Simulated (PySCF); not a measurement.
Compound: 4-methylbenzotrifluoride, C8H7F3.
Geometry (PBE0-D3(BJ)/def2-SVP, Å), atoms numbered from 1 in this order:
```xyz
18
C8H7F3 angstrom
C     -2.9094    0.1950    0.2344
C     -1.4162    0.1055    0.1221
C     -0.7115    0.9239   -0.7674
C      0.6704    0.8258   -0.8983
C      1.3746   -0.1016   -0.1328
C      2.8706   -0.1869   -0.2237
F      3.2939   -1.4555   -0.2014
F      3.4607    0.4334    0.8061
F      3.3384    0.3763   -1.3420
C      0.6892   -0.9281    0.7595
C     -0.6908   -0.8198    0.8841
H     -3.2722    1.2048   -0.0047
H     -3.3954   -0.5031   -0.4677
H     -3.2545   -0.0657    1.2452
H     -1.2560    1.6547   -1.3712
H      1.2059    1.4694   -1.5984
H      1.2387   -1.6584    1.3574
H     -1.2195   -1.4681    1.5880
```

The calculation used PBE0-D3(BJ)/def2-SVP geometry optimisation, gas phase (PySCF).

Take the most abundant isotopes and a rigid rotor. 

**Question.** Give the principal moments of inertia and the rotational constants in MHz.

**Answer.** Ia = 179.45, Ib = 804.38, Ic = 893.13 u·Å²; 505379 MHz·u·Å²/I gives A = 2816, B = 628.3, C = 565.9 MHz.

**Question.** What kind of rotor is it?

**Answer.** A near-prolate asymmetric top; Ray's κ = -0.945.

**Question.** Is it planar, by Δ = Ic − Ia − Ib?

**Answer.** Not planar: Δ = Ic − Ia − Ib = -90.70 u·Å². For a rigid frame Δ = −2 Σ m c², so Σ m c² = 45.35 u·Å² lies off the ab plane: 1.58 from hydrogen and 43.77 from heavier atoms. The atom farthest from that plane is 1.23 Å away.

**Question.** Give the other two planar moments, Paa and Pbb, and the rms extents of the mass along the axes.

**Answer.** Paa = Σ m a² = (Ib + Ic − Ia)/2 = 759.02 and Pbb = Σ m b² = (Ia + Ic − Ib)/2 = 134.10 u·Å². With the mass M = 160.05 u, the rms extents √(P/M) along a, b and c are 2.18, 0.92, 0.53 Å.

**Question.** Where do the levels up to J = 5 lie, in K?

**Answer.** Above 0(0,0), as E/k:
J = 1: 1(0,1) 0.057, 1(1,1) 0.162, 1(1,0) 0.165
J = 2: 2(0,2) 0.172, 2(1,2) 0.274, 2(1,1) 0.283, 2(2,1) 0.598, 2(2,0) 0.598
J = 3: 3(0,3) 0.344, 3(1,3) 0.441, 3(1,2) 0.459, 3(2,2) 0.770, 3(2,1) 0.770, 3(3,1) 1.302, 3(3,0) 1.302
J = 4: 4(0,4) 0.572, 4(1,4) 0.664, 4(1,3) 0.694, 4(2,3) 0.999, 4(2,2) 1.000, 4(3,2) 1.532, 4(3,1) 1.532, 4(4,1) 2.277, 4(4,0) 2.277
J = 5: 5(0,5) 0.857, 5(1,5) 0.943, 5(1,4) 0.988, 5(2,4) 1.285, 5(2,3) 1.288, 5(3,3) 1.819, 5(3,2) 1.819, 5(4,2) 2.564, 5(4,1) 2.564, 5(5,1) 3.522, 5(5,0) 3.522
Those of J = 1 are B + C, A + C and A + B.

**Question.** Which lines would a microwave search look for?

**Answer.** The dipole components are |μa| = 3.17 D, |μb| = 0.02 D, |μc| = 0.11 D. The squared components, which scale the intensities, stand as 1.00 : 0.00 : 0.00 (a : b : c). Some lines, for components of 0.1 D or more:

| type | branch | J(Ka,Kc) | MHz | lower level (cm⁻¹) |
| --- | --- | --- | --- | --- |
| a | R | 2(1,2) ← 1(1,1) | 2326 | 0.113 |
| a | R | 2(1,1) ← 1(1,0) | 2451 | 0.115 |
| a | R | 3(0,3) ← 2(0,2) | 3577 | 0.119 |
| a | R | 3(1,2) ← 2(1,1) | 3675 | 0.197 |
| a | R | 5(2,4) ← 4(2,3) | 5968 | 0.694 |
| a | R | 5(4,2) ← 4(4,1) | 5974 | 1.583 |
| a | R | 5(3,3) ← 4(3,2) | 5975 | 1.065 |
| c | Q | 5(2,4) ← 5(1,4) | 6195 | 0.687 |
| c | Q | 4(2,3) ← 4(1,3) | 6348 | 0.483 |
| c | R | 5(1,4) ← 4(0,4) | 8668 | 0.398 |
| c | R | 2(2,0) ← 1(1,0) | 9016 | 0.115 |
| c | R | 3(2,1) ← 2(1,1) | 10153 | 0.197 |
| c | R | 3(3,0) ← 2(2,0) | 14678 | 0.416 |
| c | R | 3(3,1) ← 2(2,1) | 14679 | 0.416 |
| c | R | 4(3,2) ← 3(2,2) | 15876 | 0.535 |
| c | R | 5(3,3) ← 4(2,3) | 17075 | 0.694 |
| c | R | 5(5,1) ← 4(4,1) | 25943 | 1.583 |

**Question.** Estimate the classical rotational partition function at 50 K, 298.15 K and 500 K.

**Answer.** Point group C1, symmetry number σ = 1; q = (√π/σ)·√((kT/h)³/(ABC)), k/h = 20836.6 MHz/K: 59600 at 50 K, 867000 at 298.15 K, 1880000 at 500 K.

No frequency check. These are rigid-rotor constants of the computed structure; measured ground-state constants (B0) also hold zero-point vibration. A rigid rotor knows nothing of internal rotation, which can split or shift real lines.
